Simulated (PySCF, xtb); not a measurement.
C2H8FNSi2, SMILES C(=C)[SiH2][Si@@H](F)N.

GFN2-xTB (xtb) at its own geometry gives an orbital gap of 3.81 eV and a dipole moment of 1.46 D.

The structure is a stationary point at B3LYP-D3(BJ)/def2-SVP. The structure was generated by enumeration; whether it is a known compound was not checked. Other conformers were not sampled.

Q: What does HF/def2-TZVP (PySCF) give? (The exact figures need the calculation; the answer reports its results.)

A: gap 12.78 eV (levels -9.97 and 2.81 eV), dipole 1.15 D.
